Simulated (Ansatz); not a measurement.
```yaml
crystal:
  periodic: [false, false, false]
  atoms:
    - {symbol: Ti, position_ang: [1.435651, 0.581451, 1.232811]}
    - {symbol: Si, position_ang: [-0.934444, 1.090218, 0.719727]}
    - {symbol: Si, position_ang: [0.685764, 0.951246, -1.100024]}
    - {symbol: Si, position_ang: [-0.294622, -1.175871, 1.728596]}
    - {symbol: Si, position_ang: [1.585415, -1.338059, -0.384410]}
    - {symbol: Si, position_ang: [-0.762427, -1.020904, -0.600170]}
    - {symbol: Si, position_ang: [-1.715337, 0.911919, -1.596539]}
basis:
  gaussian: {orbitals: pcseg-2}
hamiltonian: {xc: {name: PBE}}
scf: {omitted_lower_state_checks: [starts]}
```

```sh
$ ansatz run in.yaml --threads 4 --pin off --events-out ev --progress --plain --max-ram 4787MiB
```

Shortened log:

```
Functional definition: PBE
1985 factors; their error is unknown
mean field evaluation 1: about -70298.4122 eV, gradient 1.8e2 eV
mean field evaluation 2: about -69523.7443 eV, gradient 5.4e2 eV
mean field evaluation 4: about -70004.8095 eV, gradient 4.2e2 eV
mean field evaluation 8: about -70353.2778 eV, gradient 6.1e-2 eV
mean field -70353.18768554 eV, -2585.4319603401 hartree, gradient 1.5e-5 eV, S^2 0.000000; 0 other end points of the search recorded, 0 dependent functions left out
reference -70353.18772648 eV, -2585.4319618446 hartree; 53, 53 occupied and 207, 207 virtual orbitals, 1985 factors
Total energy: -70353.18772648 eV, -2585.4319618446 hartree
Checks for a lower state left out: starts
```

Run time 4.4 s (4 threads of Arm Neoverse V2 on a shared host), peak host memory 0.55 GiB.

This restricted singlet of an open-shell metal wasn't tested against broken symmetry.
